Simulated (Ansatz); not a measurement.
A made-up structure of CH3NZn, closed shell:

```
6
angstrom
N -0.7315 -0.8577 -0.6682
C -0.1150 0.1746 -0.6439
Zn 0.5760 0.5357 0.7697
H -0.8470 -1.5296 0.1606
H 0.0216 0.9131 -1.5264
H 1.0961 0.7639 1.9083
```

It is relaxed with PBE-D4/def2-SVP and then PBE0-D4/def2-TZVP (Ansatz 0.2.0). Atoms count as bonded within 1.22 times the sum of their covalent radii (H–H: 0.88 Å). The end point is not checked to be a true minimum.

Problem. Does its bonding change? (A judgement: the text doesn't fix the answer.)

Solution. Computed: No: no bond forms or breaks.

Where it ends: The first stage lowers the energy by 2.86 eV in 8 steps. It ends as CH₃NZn ([NH][CH][ZnH]):
```tsv
atom	x (Å)	y (Å)	z (Å)
N1	-0.8666	-0.9450	-0.9158
C2	-0.1770	0.1054	-0.7069
Zn3	0.7008	0.6293	0.9755
H4	-0.9329	-1.5348	-0.0843
H5	-0.0913	0.7568	-1.5883
H6	1.3670	0.9882	2.3197
```

Labels in which every atom is bracketed show which atoms are joined, not bond orders.

For scale, one of the runs: PBE0-D4/def2-TZVP relaxation, 128 basis functions, launched by `ansatz run in.yaml --threads 2 --pin off --events-out ev --progress --plain --max-ram 4352MiB`. Hardware: 2 CPU threads of an Arm Neoverse V1, shared host. Wall time about 26 s.
